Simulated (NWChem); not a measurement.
**Total energies of HBF**

```
B
F 1 1.3010
H 1 1.2176 2 121.41
```
Charge 0, spin multiplicity 2.

Everything below was run with NWChem. The geometry was optimised at UPBE0/def2-SVP, a minimum by its harmonic frequencies.

Basis set: cc-pVQZ (140 functions).

| method | total energy (Ha) | relative cost |
|---|---|---|
| UHF | -124.74283 | 1 |
| UMP2 | -125.09923 | under 3 |
| UB2PLYP | -125.24040 | under 3 |
| UPBE | -125.16978 | under 3 |
| UB3LYP | -125.31723 | under 3 |
| UTPSS | -125.32678 | under 3 |

Total energies of different functionals aren't comparable as a measure of quality: only differences taken within one method are. The cost column gives rough processor time relative to UHF; each entry includes its own SCF.

The correlated methods keep 2 core orbitals frozen. B3LYP has NWChem's definition, with VWN1-RPA local correlation. The structure started from a generated list of species. The unpaired electrons of the parent sit in orbitals of symmetry a' (Cs labels of the run); other states weren't searched. No SCF solution was tested for a lower state. Open-shell Hartree-Fock references start from PBE0 orbitals; any time given for them includes that run.
